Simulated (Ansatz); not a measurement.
Molecule: CS$_{2}$ (charge 0, singlet). SMILES: [S-]C#[S+]
Structure (B3LYP-D3(BJ)/def2-TZVP (Ansatz, a first-principles code) minimum search):
```
C
S 1 1.5527
S 1 1.5527 2 180.00
```

Wanted: enthalpy of formation at 298 K, in kcal/mol. Conventions: LANL2DZ with its own core potentials from Na on; non-relativistic; UHF or UKS for open shells; 6-31G* and kin with 6d, 5d where marked; no dispersion term unless named; 6-311+G** with 5d, 6d on Na to Ar in Ansatz; spin-orbit terms left out. First-principles rows: single points at B3LYP-D3(BJ) geometries (Ansatz), with unscaled harmonic terms from B3LYP/6-31G* (Ansatz) at its own minima, enthalpies of formation by atomisation with measured atoms.

Measured values: CRC Handbook, as tabulated in the package chemicals; they hold spin-orbit and core effects, anharmonicity. 

Value to compare with, the measured value: 27.9 kcal/mol.

```json
[
 {"level": "PBE/STO-3G", "program": "Ansatz", "enthalpy of formation at 298 K (kcal/mol)": "-44.0", "error": "-71.9"},
 {"level": "PBE/3-21G", "program": "Ansatz", "enthalpy of formation at 298 K (kcal/mol)": "42.2", "error": "14.3"},
 {"level": "PBE/LANL2DZ", "program": "Ansatz", "enthalpy of formation at 298 K (kcal/mol)": "52.5", "error": "24.6"},
 {"level": "PBE/6-31G*", "program": "Ansatz", "enthalpy of formation at 298 K (kcal/mol)": "8.9", "error": "-19.0"},
 {"level": "PBE/def2-SVP", "program": "Ansatz", "enthalpy of formation at 298 K (kcal/mol)": "3.3", "error": "-24.6"},
 {"level": "PBE/6-311+G**", "program": "Ansatz", "enthalpy of formation at 298 K (kcal/mol)": "11.7", "error": "-16.2"},
 {"level": "PBE/def2-TZVPD", "program": "Ansatz", "enthalpy of formation at 298 K (kcal/mol)": "4.2", "error": "-23.7"}
]
```

Among the 6 habitual levels, PBE/STO-3G lies farthest from the measured value (-71.9 kcal/mol); 2 of 6 lie above it, and their mean absolute error is 28.4 kcal/mol, the median 21.8. One case shows no general order.

The sets are all those run for this method; left out are runs that failed, that the program found above a lower state of the same kind, or whose <S^2> lies over 0.5 above the pure value.
